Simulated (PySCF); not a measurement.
Static response to an electric field

Compound: C5H6FN.
Structure used (GFN2-xTB), in Å, numbered top down from 1:
```xyz
13
C5H6FN angstrom
C      2.208    0.105   -0.363
N      0.925   -0.124   -0.957
C     -0.130   -0.072   -0.289
C     -1.591   -0.272   -0.684
C     -1.891    0.008    0.776
C     -0.602    0.175    1.087
F      0.025    0.466    2.235
H      2.177    0.330    0.708
H      2.678    0.932   -0.896
H      2.815   -0.786   -0.532
H     -1.972    0.462   -1.392
H     -1.833   -1.274   -1.033
H     -2.813    0.049    1.323
```

Level: CAM-B3LYP/def2-SVPD (PySCF), static field, nuclei fixed, core orbitals frozen in the response. The polarisability tensor in these axes (au):

```
x   91.30  2.44 -5.95
y    2.44 46.80  3.23
z   -5.95  3.23 63.83
```

Problem. What are the eigenvalues, a third of the trace, and Δα (Δα² = ½Σ(αi − αj)² over the three pairs)?

Solution. Principal values 45.93, 63.40 and 92.60 au; mean 67.31 au = 9.97 Å³ = 11.10 × 10⁻⁴⁰ C²·m²/J; Δα = 40.84 au (61 % of the mean).

Problem. What is the dipole moment, and where does it point?

Solution. (-1.22, -0.03, 0.33) D, 1.26 D in size, pointing from the negative to the positive side. Measured along this direction, the outermost atoms are H9 and H10 at the negative end and H13 at the positive end.

Problem. Form Σ f/ω² (atomic units) for the 8 lowest TDDFT singlets, given as eV and f, and set it beside the mean polarisability, which is this sum over all singlets: 4.63, 0.0018; 5.94, 0.3096; 7.09, 0.0143; 7.11, 0.0128; 7.22, 0.1442; 7.64, 0.0030; 7.70, 0.0004; 7.94, 0.0026.

Solution. They add up to 9.08 au, 13.5 % of the 67.31 au; the largest single term is 6.50 au, from the state at 5.94 eV. Terms in order: 0.06, 6.50, 0.21, 0.19, 2.05, 0.04, 0.01, 0.03 au. Higher excitations give the rest. The strengths listed sum to 0.489.

Problem. Refractivity n − 1 of an ideal gas of it at 298.15 K and 1 atm, from the electronic α?

Solution. N = p/kT = 2.4615 × 10¹⁹ cm⁻³, so n − 1 = 2π × N × 9.97 × 10⁻²⁴ cm³ = 1543 × 10⁻⁶ at long wavelengths, for an ideal gas.

Problem. How large is μ²/3kT at 500 K beside α?

Solution. In Gaussian units μ²/3kT = 7.68 Å³ against 9.97 Å³, a ratio of 0.77; the Debye molar polarisation (4π/3)N_A(α + μ²/3kT) is 44.5 cm³/mol, leaving out the vibrational part.

Problem. Find the Langevin capture rate constant for NO+ (29.998 u) meeting this molecule (99.048 u), k = 2.342 × 10⁻⁹ cm³/s × √(α in Å³ / reduced mass in u).

Solution. The reduced mass is 23.02 u, so k = 1.54 × 10⁻⁹ cm³/s. The formula leaves out the permanent dipole, which adds to the capture rate.

Geometry: GFN2-xTB; no solvent, vibrations or thermal averaging.
